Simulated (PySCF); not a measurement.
# Highest orbital energy against ionisation energy along group 15

Calculated with PySCF 2.14, no spin-orbit coupling. Each cell gives −ε(HOMO) / ΔSCF in eV; NIST values include spin-orbit coupling, (s) semi-empirical, (t) theoretical.

```csv
species,UHF,LDA,PBE,PBE0,r2SCAN,NIST (lowest levels)
"N²⁺ (x2c-TZVPPall, spin-free X2C)",48.026 / 47.293,38.567 / 47.856,38.823 / 48.018,41.252 / 48.001,39.771 / 48.216,47.445 (s)
"P²⁺ (x2c-TZVPPall, spin-free X2C)",29.962 / 29.577,24.794 / 30.212,24.946 / 30.249,26.356 / 30.265,25.382 / 30.359,30.203
"As²⁺ (x2c-TZVPPall, spin-free X2C)",27.725 / 27.391,23.166 / 28.173,23.163 / 28.019,24.477 / 28.042,23.596 / 28.228,28.349 ± 0.012
"Sb²⁺ (x2c-TZVPPall, spin-free X2C)",24.386 / 24.098,20.572 / 24.917,20.475 / 24.689,21.628 / 24.719,20.824 / 24.814,25.323
"Bi²⁺ (x2c-TZVPPall, spin-free X2C)",23.368 / 23.094,19.773 / 23.964,19.644 / 23.713,20.755 / 23.737,19.970 / 23.796,25.571
```

Q: How far is −ε(HOMO) from ΔSCF on average for each method, and why?

A: UHF 0.40 eV; LDA -5.65 eV; PBE -5.53 eV; PBE0 -4.06 eV; r2SCAN -5.17 eV. Hartree-Fock orbital energies lack relaxation and so exceed the ΔSCF value; semilocal functionals have convex E(N) from self-interaction, so their HOMO lies far too high; exact exchange moves hybrids part of the way back.
